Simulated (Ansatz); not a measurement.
# GaO, doublet: energies of several shapes or isomers

Program: Ansatz, Gaussian basis, development build. Basis cc-pwCVTZ-PP on Ga, cc-pVTZ on O, scalar-relativistic core potentials (10 electrons on Ga), no spin–orbit coupling, 5 orbitals frozen in the corrections; active space CAS(9,8), shells under the valence barred from it. Restricted Hartree–Fock, then the lowest state-specific CASSCF solution met for each case. Coupled cluster stands on the determinant that it favours, not always the lowest RHF. On stretched bonds single-reference methods can fail or change state. Unlike active orbitals can shift such differences by tenths of an eV, at times by over 1 eV.

Case A: bond length 2.0056 Å.

Case B: bond length 1.7440 Å.

Energy less that of case A, in eV:

```
case  RHF/ROHF  CASSCF  CCSD(T)
   B    -0.070  -0.522   -0.393
```

**Question.** Give the SC-NEVPT2 energies against case A.

**Answer.** B: -0.468 eV (-10.8 kcal/mol).
